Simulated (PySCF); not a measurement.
Spin–spin coupling constants

Molfile (atoms numbered from 1):
```
C8H8
     RDKit          3D

 16 16  0  0  0  0  0  0  0  0999 V2000
   -1.4991   -0.7318    0.4634 C   0  0  0  0  0  0  0  0  0  0  0  0
   -0.5154   -1.6299    0.2992 C   0  0  0  0  0  0  0  0  0  0  0  0
    0.6599   -1.5071   -0.5728 C   0  0  0  0  0  0  0  0  0  0  0  0
    1.5656   -0.5167   -0.5764 C   0  0  0  0  0  0  0  0  0  0  0  0
    1.5844    0.6684    0.2908 C   0  0  0  0  0  0  0  0  0  0  0  0
    0.6008    1.5667    0.4548 C   0  0  0  0  0  0  0  0  0  0  0  0
   -0.7164    1.5676   -0.1945 C   0  0  0  0  0  0  0  0  0  0  0  0
   -1.6221    0.5772   -0.1908 C   0  0  0  0  0  0  0  0  0  0  0  0
   -2.3478   -1.0222    1.0953 H   0  0  0  0  0  0  0  0  0  0  0  0
   -0.6237   -2.5963    0.8073 H   0  0  0  0  0  0  0  0  0  0  0  0
    0.8429   -2.3614   -1.2365 H   0  0  0  0  0  0  0  0  0  0  0  0
    2.4305   -0.6248   -1.2428 H   0  0  0  0  0  0  0  0  0  0  0  0
    2.5387    0.8664    0.7946 H   0  0  0  0  0  0  0  0  0  0  0  0
    0.8147    2.4409    1.0824 H   0  0  0  0  0  0  0  0  0  0  0  0
   -1.0059    2.5147   -0.6667 H   0  0  0  0  0  0  0  0  0  0  0  0
   -2.5932    0.7784   -0.6601 H   0  0  0  0  0  0  0  0  0  0  0  0
  1  2  2  0
  2  3  1  0
  3  4  2  0
  4  5  1  0
  5  6  2  0
  6  7  1  0
  7  8  2  0
  8  1  1  0
  1  9  1  0
  2 10  1  0
  3 11  1  0
  4 12  1  0
  5 13  1  0
  6 14  1  0
  7 15  1  0
  8 16  1  0
M  END
```

Indirect spin–spin couplings were computed at B3LYP/pcJ-1 (without the spin–dipole term) (PySCF) on a PBE0-D3(BJ)/def2-SVP structure, for the isolated molecule, without vibrational or relativistic corrections. Couplings are averaged over pairs made equivalent by symmetry, fast rotation or ring inversion, so a value needn't be that of the named pair in this geometry, while other rotamers aren't included; one pair stands for each set, and the list holds those of at least 0.8 Hz over up to four bonds.

Isotopes: 13C, 1H.

| pair | bonds | J (Hz) |
| --- | --- | --- |
| C1, C2 | 1 | 70.3 |
| C1, H9 | 1 | 162.7 |
| C1, C3 | 2 | ? |
| C1, H10 | 2 | -2.3 |
| C1, H16 | 2 | ? |
| C1, C4 | 3 | 4.5 |
| C1, C6 | 3 | 4.1 |
| C1, H11 | 3 | 8.4 |
| C1, H15 | 3 | 10.9 |
| H9, H10 | 3 | ? |
| H9, H16 | 3 | 5.4 |
| C1, C5 | 4 | ? |
| C1, H12 | 4 | -2.6 |
| C1, H14 | 4 | -2.2 |
| H9, H11 | 4 | ? |

Q: Estimate the withheld couplings, with signs.

A: 
- 2J(C1,C3) = -2.0 Hz
- 2J(C1,H16) = 2.1 Hz
- 3J(H9,H10) = 13.2 Hz
- 4J(C1,C5) = -2.6 Hz
- 4J(H9,H11) = -1.8 Hz
